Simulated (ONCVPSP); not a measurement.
iodine: one change to an ONCV potential, before and after

iodine (I), optimised norm-conserving Vanderbilt (ONCV), made with ONCVPSP 4.0.1 (PBE, scalar-relativistic). Core [Ar] 3d10, reference 4s2 4p6 4d10 5s2 5p5. Waves: 4s+5s: rc 1.00 bohr, ncon 4, nbas 9, qcut 11.3 1/bohr, 3 projectors, debl 3.5 Ha; 4p+5p: rc 1.55 bohr, ncon 3, nbas 6, qcut 9.1 1/bohr, 2 projectors; 4d: rc 1.05 bohr, ncon 3, nbas 8, qcut 12 1/bohr, 2 projectors, debl 2.7 Ha. Local part: polynomial inside 0.65 bohr (lpopt 5, dvloc0 1 Ha). Core correction: polynomial model core, fcfact 0.15.

Change: p: qcut 13.5.

Cutoffs: the cutoffs (Ha) at which the residual kinetic energy of the hardest occupied pseudo-wave falls to 1 and 0.1 mHa per electron; they do not see the model core or the augmentation charge, which bear on the density cutoff. Errors are all-electron minus pseudo energies relative to the spin-unpolarised reference configuration.

Question: Predict the effect on cutoff, ghosts and configuration errors.

Answer: The potential gets neither clearly harder nor softer (55 Ha and 63 Ha → 55 Ha and 63 Ha); of the 4 tests that both files solve, the error grows in 1 and shrinks in 0 by more than 15 % and 0.3 meV (median size 13.2 → 13.3 meV); neither file shows a bound ghost.

| quantity | base | changed |
| --- | --- | --- |
| cutoff, loose | 55 Ha | 55 Ha |
| cutoff, tight | 63 Ha | 63 Ha |
| loose cutoff by channel | s 54 Ha, p 29 Ha, d 55 Ha | s 54 Ha, p 31 Ha, d 55 Ha |
| bound ghosts | none | none |
| GHOST(+) flags under 300 eV | s at 211.3 eV | s at 211.3 eV |
| error for 4s2 4p6 4d10 5s2 5p4, meV [ΔE 11.13 eV] | -2.8 | -2.9 |
| error for 4s2 4p6 4d10 5s2 5p3, meV [ΔE 30.98 eV] | -8.5 | -8.6 |
| error for 4s2 4p6 4d10 5s2 5p2, meV [ΔE 60.31 eV] | -18 | -18 |
| error for 4s2 4p5 4d10 5s2 5p5, meV [ΔE 136.40 eV] | -148 | -186 |
| s: phases at 1.02 bohr within 0.05 rad from the reference energy up to (Ha; the scan ends near 5) | to the end of the scan | to the end of the scan |
| p: phases at 1.57 bohr within 0.05 rad from the reference energy up to (Ha; the scan ends near 5) | to the end of the scan | to the end of the scan |
| d: phases at 1.07 bohr within 0.05 rad from the reference energy up to (Ha; the scan ends near 5) | to the end of the scan | to the end of the scan |
| rms error of d²Exc/dni dnj with the model core, mHa | 0.53 | 0.53 |
